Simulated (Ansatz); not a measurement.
Complex (SMILES): F (HF) with [H][H] (H2), atoms 1 to 2 the first; geometry from B3LYP-D3(BJ)/def2-TZVP, monomers rigid:
```xyz
4

F     -0.0503     0.0090    -0.4113
H     -0.1533    -0.6305     0.2513
H     -0.6250    -2.1461     1.4219
H     -0.1185    -1.7955     1.8432
```

Basis-set convergence of the uncorrected interaction energy at MP2 with Ansatz (a first-principles code). Cartesian d functions, on some or all atoms, in 6-31G*, 6-31+G*, 6-31G**; all else is spherical. Cores are frozen. No added dispersion term, no relativity. Functions are those of the species that has most. Reference: the counterpoise-corrected one, Hartree-Fock in aug-cc-pV5Z plus the correlation part extrapolated as X^-3 from aug-cc-pVQZ and aug-cc-pV5Z, -1.03 kcal/mol. Deviations are taken from unrounded values.

| basis | functions |
|---|---|
| STO-3G | 8 |
| 3-21G | 15 |
| 6-31G | 15 |
| 6-31G* | 21 |
| 6-31+G* | 25 |
| 6-31G** | 30 |
| 6-311G** | 36 |
| 6-311+G** | 40 |
| 6-311++G(2d,2p) | 57 |
| 6-311++G(3df,3pd) | 93 |

Task: Which is the smallest Pople set listed that can be trusted to 0.5 kcal/mol here, that is, within that of the reference together with its larger relatives (same family, alike in diffuse functions; a set with none to test it counts only in the reference's own line)?

Result: The smallest set listed that lies within 0.5 kcal/mol of the reference with all its larger relatives (same family, alike in diffuse functions; a set with none counts only in the reference's own line) is 6-311+G** (40 functions, 0.33 kcal/mol off). Inside, with no larger relative to test it: 6-311G**. Value minus reference: STO-3G 3.31, 3-21G 1.50, 6-31G 1.49, 6-31G* 1.33, 6-31+G* 1.00, 6-31G** 0.97, 6-311G** 0.40, 6-311+G** 0.33, 6-311++G(2d,2p) 0.02, 6-311++G(3df,3pd) -0.15 kcal/mol.
